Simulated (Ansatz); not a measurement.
Species: C$_{5}$H$_{7}$Si, charge 0, multiplicity 2. It need not be the lowest isomer of its formula. SMILES: [SiH3]C1=[C]C=CC1
Structure (B3LYP-D3(BJ)/def2-TZVP (Ansatz, a first-principles code) minimum search):
```xyz
13

Si     2.0956     0.1303     0.0171
C      0.2468     0.0812     0.0483
C     -0.6078     0.9044     0.6572
C     -2.0113     0.5809     0.4797
C     -2.0513    -0.5204    -0.2927
C     -0.6521    -0.9470    -0.6423
H      2.5775     1.2824     0.8095
H      2.6593    -1.1235     0.5771
H      2.5898     0.2501    -1.3776
H     -2.8459     1.1257     0.8923
H     -2.9378    -1.0407    -0.6268
H     -0.4386    -1.9618    -0.2885
H     -0.4897    -0.9517    -1.7259
```
Charge 0, spin multiplicity 2.

Quantity: atomisation energy (electronic, to ground-state atoms), in eV. Cores are frozen in the correlated levels unless marked. UHF or UKS for open shells. No spin-orbit coupling. Non-relativistic. The coupled-cluster limit lacks core correlation, which all-electron functionals hold. CBS(X,Y): correlation extrapolated as X^-3; Hartree-Fock from the larger set.

The UHF reference is spin-contaminated (<S^2> 0.48 over the pure value in the largest basis). 

| level | program | atomisation energy (eV) |
|---|---|---|
| SVWN5/def2-TZVPD | Ansatz | [?] |
| PBE0/def2-SVP | Ansatz | 56.10 |
| PBE0/def2-TZVP | Ansatz | 55.56 |
| HSE06-D3(BJ)/def2-TZVPD | Ansatz + dftd3 | [?] |
| SCS-MP2/cc-pV(Q+d)Z | Ansatz | 54.38 |
| CCSD/STO-3G | Ansatz | 58.20 |
| CCSD(T)/CBS(cc-pV(T+d)Z,cc-pV(Q+d)Z) | Ansatz | 55.00 |

### Question
What belongs in the gaps?

### Answer

- SVWN5/def2-TZVPD, atomisation energy (eV): 63.20
- HSE06-D3(BJ)/def2-TZVPD, atomisation energy (eV): 55.86
